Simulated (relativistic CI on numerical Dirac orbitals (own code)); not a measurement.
Computed by Dirac-Coulomb-Breit CI, separate exchange-only KLI orbitals for each configuration, model QED (radiative potential, 1s self-energy scaled to tabulated hydrogen-like ionisation energies), unscaled Slater integrals (own radial code, finite nucleus).

Configurations in the expansion (outside the closed core [Ar]): 3d¹⁰4s², 3d¹⁰4s4p, 3d¹⁰4p², 3d¹⁰4s4d, 3d¹⁰4d², 3d¹⁰4s4f, 3d¹⁰4p4d, 3d¹⁰4p5s, 3d¹⁰4s5s, 3d¹⁰4f², 3d¹⁰4p4f, 3d¹⁰4s5p, 3d¹⁰4s5d, 3d¹⁰4d5s, 3d¹⁰4d4f, 3d¹⁰4s6s, 3d¹⁰4s5f, 3d¹⁰4s6p, 3d¹⁰4s5g, 3d¹⁰5s², 3d¹⁰4s6d, 3d¹⁰4f5s, 3d¹⁰4s7s, 3d¹⁰4s6f, 3d⁹4s²4p, 3d⁹4s²4d, 3d⁹4s²5s. Double excitations out of closed p, d and f shells are left out; levels of such configurations are missing from the list, as are those of other unlisted configurations, and high levels can miss mixing partners. These lack a partner that the ground configuration has and come out too high: 3d⁹4s²4p, 3d⁹4s²4d, 3d⁹4s²5s.

At this charge configurations can still be misplaced by up to about 7 % of their energy.

Outline of the computed level scheme of Sr IX. Lowest level of each configuration: 3d¹⁰4s² ¹S0 at 0.000 eV; 3d¹⁰4s4p ³P°0 at 17.518 eV; 3d¹⁰4p² ³P0 at 41.733 eV; 3d¹⁰4s4d ³D1 at 54.439 eV; 3d¹⁰4p4d ³F°2 at 73.118 eV; 3d¹⁰4s5s ³S1 at 75.462 eV; 3d¹⁰4s5p ³P°0 at 84.095 eV; 3d¹⁰4s4f ³F°2 at 85.413 eV; 3d¹⁰4p5s ³P°0 at 97.450 eV.

Some strong electric-dipole decays among the lowest 40 levels: 3d¹⁰4s4f ¹F°3 → 3d¹⁰4s4d ¹D2 (5.7e+10 s⁻¹); 3d¹⁰4s4d ¹D2 → 3d¹⁰4s4p ¹P°1 (4.7e+10 s⁻¹); 3d¹⁰4s5s ¹S0 → 3d¹⁰4s4p ¹P°1 (4.4e+10 s⁻¹); 3d¹⁰4s4f ³F°4 → 3d¹⁰4s4d ³D3 (3.8e+10 s⁻¹); 3d¹⁰4p4d ³D°1 → 3d¹⁰4p² ³P0 (3.6e+10 s⁻¹); 3d¹⁰4s4f ³F°3 → 3d¹⁰4s4d ³D2 (3.4e+10 s⁻¹); 3d¹⁰4p4d ³D°3 → 3d¹⁰4p² ¹D2 (3.2e+10 s⁻¹); 3d¹⁰4s4f ³F°2 → 3d¹⁰4s4d ³D1 (3.2e+10 s⁻¹).

LS names give the leading component of a level, which can be under half, so a name can repeat, a term be missing and a line seem to break the LS rules.
